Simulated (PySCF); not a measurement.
**Correlation energy of Pb(3+) (lead, charge +3)**

[Xe] 4f14 5d10 6s1, 2S determinant. Computed with PySCF 2.14 in ANO-RCC-VTZP, with the spin-free X2C one-electron Hamiltonian (Gaussian nucleus). Frozen: [Kr] 4d10 4f14; 19 electrons correlated.

```json
{"level": "CCSD", "correlation energy (mhartree)": "-506.66"}
{"level": "(T)", "correlation energy (mhartree)": "-10.57"}
{"level": "CCSD(T)", "correlation energy (mhartree)": "-517.23"}
```

Diagnostics: T1 = 0.0048, D1 = 0.0168, largest double amplitude 0.016.

Q: Is a single reference adequate?

A: Yes, within this model without spin-orbit coupling: T1 lies below 0.03 and no double amplitude reaches 0.07.
